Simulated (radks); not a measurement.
Question: These are the eigenvalues of the occupied orbitals of an atom or ion with whole-number occupations (Ry). All-electron calculation, scalar-relativistic Kohn-Sham, LDA (Slater exchange, VWN5 correlation), spin-polarised, spherical densities, finite nucleus; Fermi nuclear charge, rms radius of each element as measured or else 0.836 A^(1/3) + 0.57 fm. Program: a radial shooting solver on a logarithmic mesh with Libxc functionals.

| orbital | eigenvalue |
|---|---|
| 1s up | -5940.895 |
| 1s down | -5940.894 |
| 2s up | -1057.713 |
| 2s down | -1057.696 |
| 2p up | -916.6417 |
| 2p down | -916.6272 |
| 3s up | -258.1420 |
| 3s down | -258.1330 |
| 3p up | -217.2025 |
| 3p down | -217.1930 |
| 3d up | -173.3180 |
| 3d down | -173.3046 |
| 4s up | -64.65148 |
| 4s down | -64.63344 |
| 4p up | -51.20688 |
| 4p down | -51.18856 |
| 4d up | -35.03750 |
| 4d down | -35.01564 |
| 5s up | -18.70362 |
| 5s down | -18.58805 |
| 4f up | -17.04962 |
| 4f down | -17.01993 |
| 5p up | -14.89276 |
| 5p down | -14.75717 |
| 5d up | -10.28608 |

Which element is it, and in what charge state? The configuration may be excited. Open shells, if any, are filled with parallel spins first.

Answer: Z = 79, gold, charge +9: Au9+ in [Xe] 4f14 5d2. The list shows which subshells hold electrons but not how many an open one holds; the 1s level, -2970.4 hartree, gives Z - s = 77.1 by -(Z - s)^2/2, which with screening and relativity narrows Z to a few neighbours, and the depths of the outer levels then fix element, charge and occupations together.
